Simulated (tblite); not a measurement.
Species: C2H7O2PSi2.
SMILES with atom numbers: `[O:1]=[CH:2][C:3](=[O:4])[SiH2:5][SiH2:6][PH2:7]` (hydrogens: H8 on C2; H9, H10 on Si5; H11, H12 on Si6; H13, H14 on P7)

Structure used (GFN2-xTB), in Å, numbered top down from 1:
```xyz
14
C2H7O2PSi2 angstrom
O      1.598    1.196   -0.757
C      2.345    0.420   -0.194
C      1.904   -0.445    0.908
O      2.439   -0.651    1.970
Si     0.163   -1.128    0.416
Si    -0.965    0.906    0.091
P     -3.146    0.673    0.647
H      3.341    0.183   -0.610
H     -0.202   -2.078    1.470
H      0.357   -1.886   -0.827
H     -1.039    1.336   -1.306
H     -0.500    1.987    0.967
H     -2.939   -0.019    1.826
H     -3.357   -0.494   -0.064
```

Method: GFN2-xTB as coded in tblite; computed harmonic values from a numerical Hessian at the method's own geometry, unscaled. Against measured fundamentals such values can be off by several per cent, at times by over 20. Modes of hydrogen on phosphorus and silicon can be 10 to 20 % off. One conformer, not necessarily the lowest.

Harmonic wavenumbers (cm⁻¹): 37.1, 66.4, 85.9, 92.8, 110.7, 147.8, 185.4, 304.9, 319.9, 336.5, 390.6, 409.5, 462.2, 516.7, 565.2, 588.9, 593.4, 612.5, 653.5, 707.7, 715.5, 754.4, 781.7, 835.2, 969.9, 1151.4, 1292.1, 1657.1, 1740.4, 2205.3, 2218.1, 2238.0, 2252.4, 2296.1, 2385.8, 2785.0.

A = 2748, B = 754.0, C = 658.9 MHz; mass 149.972 u (most abundant isotopes); point group C1, symmetry number 1.

**Question.** Zero-point energy?

**Answer.** ½Σν̃ = 16733 cm⁻¹ = 200.17 kJ/mol.

**Question.** Give the ideal-gas entropy at 273.15 K and 1 bar in the rigid-rotor, harmonic-oscillator model (classical rotation).

**Answer.** Translation 169.52, rotation 123.78, vibration 139.31: S = 432.6 J/(mol K).

**Question.** And Cp and H(273.15 K) − H(0)?

**Answer.** Cp = 165.54 J/(mol K), of which vibrations give 132.29 (their classical limit is 36 R = 299.3); H(273.15 K) − H(0) = 28.58 kJ/mol without the zero-point energy, 19.50 from vibrations.

**Question.** How do the functions run with temperature in this model?

**Answer.** 
| T (K) | S (J/(mol K)) | Cp (J/(mol K)) | H − H(0) (kJ/mol) | G − H(0) (kJ/mol) | ln q(vib) |
| --- | --- | --- | --- | --- | --- |
| 150 | 349.8 | 113.2 | 11.24 | -41.23 | 4.18 |
| 250 | 418.3 | 157.1 | 24.85 | -79.74 | 7.44 |
| 298.15 | 447.5 | 173.9 | 32.83 | -100.59 | 8.95 |
| 400 | 502.6 | 201.4 | 52.02 | -149.04 | 12.01 |
| 600 | 591.7 | 237.7 | 96.19 | -258.83 | 17.46 |
| 900 | 695.1 | 271.7 | 173.04 | -452.55 | 24.43 |

q(vib) and H(0) count from the zero-point level.

**Question.** Which modes carry the vibrational entropy at 273.15 K?

**Answer.** 37.1 cm⁻¹: 21.90; 66.4 cm⁻¹: 17.09; 85.9 cm⁻¹: 14.98; 92.8 cm⁻¹: 14.35; 110.7 cm⁻¹: 12.92; 147.8 cm⁻¹: 10.60 J/(mol K); the other 30 give 47.47 together.

**Question.** What must be added to the electronic energy to get the Gibbs energy at 273.15 K and 1 bar?

**Answer.** ZPE + [H(273.15 K) − H(0)] − T·S = 200.17 + 28.58 − 118.17 = 110.58 kJ/mol.

**Question.** Blend soft modes into free rotors: weight 1/[1 + (100 cm⁻¹/ν̃)⁴] for the oscillator and the rest for a rotor with moment μB/(μ + B), μ = h/(8π²ν), B = 10⁻⁴⁴ kg m². What vibrational entropy results?

**Answer.** 126.12 J/(mol K) in place of 139.31, which changes −T·S at 273.15 K by +3.60 kJ/mol.

Hindered rotation and anharmonicity are outside this model. Other conformers, if any are populated, would add a mixing term that is left out. The structure is chiral; the term R ln 2 for an equal mix with its mirror image is left out.
